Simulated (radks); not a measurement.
Results of a calculation; reference values are marked as such.
Ir XXXVI, 42 electrons, occupied as [Kr] 4d6. Code: a radial shooting solver on a logarithmic mesh with Libxc functionals. Model: Dirac Kohn-Sham, exchange-only PBE, spin-unpolarised, spherical densities, finite nucleus; open shells fill j = l - 1/2 first; Fermi nuclear charge, rms radius 5.4032 fm.

X-ray form factor f0, the Fourier transform of the density (f0(0) = 42):

sin(theta)/lambda (1/angstrom),f0 (electrons)
0.05,41.939
0.1,41.758
0.15,41.458
0.2,41.044
0.25,40.523
0.3,39.901
0.4,38.390
0.5,36.593
0.6,34.595
0.8,30.356
1,26.286
1.25,22.007
1.5,18.805
2,14.720
